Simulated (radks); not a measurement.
The numbers below are computed, except where a source is named.
Q: Successive ionisation energies (eV) of one element, from differences of total energies of ions in their ground configurations, starting at charge 0: 9.940, 18.657, 40.386, 61.600, 85.401, 111.51, 139.72, 169.91, 202.59, 236.53, 272.18, 309.51, 418.18, 455.43, 493.47, 532.23, 576.88, 617.18, 699.36, 738.38, 1848.6, 1966.7. Level of theory: Dirac Kohn-Sham, BLYP, spin-unpolarised, spherical densities, finite nucleus; open shells fill j = l - 1/2 first; Fermi nuclear charge, rms radius 3.9283 fm (a radial shooting solver on a logarithmic mesh with Libxc functionals). Which element is it?

A: Zinc (Z = 30). The first species listed is Zn in [Ar] 3d10 4s2, the last Zn21+ in [He] 2s2 2p5.
